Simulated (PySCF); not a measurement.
Species: (H2In-mu-SeH)2.
Bonds: In1–Se4, In1–Se8, Se4–In5, In5–Se8. Hydrogens: H2, H3 on In1; H9 on Se4; H6, H7 on In5; H10 on Se8.

Theory: PBE0-D3(BJ)/def2-SVP geometry optimisation, gas phase, def2 core potentials past Kr in PySCF.

Task: Give the optimised bond lengths and angles.

Result: 
| bond | length (Å) |
| --- | --- |
| In1–H2 and 3 like bonds | 1.717 |
| In1–Se4 and 3 like bonds | 2.735 |
| Se4–H9, Se8–H10 | 1.472 |

Bonds in one row agree within 0.01 Å and their mean is given. A selection of angles:
| angle | degrees |
| --- | --- |
| H2–In1–H3 | 134.0 |
| H2–In1–Se4 | 104.8 |
| Se4–In1–Se8 | 93.5 |
| In1–Se4–In5 | 86.3 |
| In1–Se4–H9 | 93.5 |

Torsions: Se8–In1–Se4–In5 4° (synperiplanar); Se4–In1–Se8–In5 -4° (synperiplanar); In1–Se4–In5–Se8 -4° (synperiplanar); Se4–In5–Se8–In1 4° (synperiplanar).

Se4 (selenium bonded to 2 In and H) is pyramidal (angles 93.5°, 93.5° and 86.3°, sum 273.2°, 1.14 Å off the plane of its three neighbours). In1 (indium bonded to 2 Se and 2 H) has angles from 93.5° to 134.0°.

Point group: C2v (tolerance 0.08 Å). Not checked by PBE0-D3(BJ)/def2-SVP frequencies. One conformer, not necessarily the lowest.
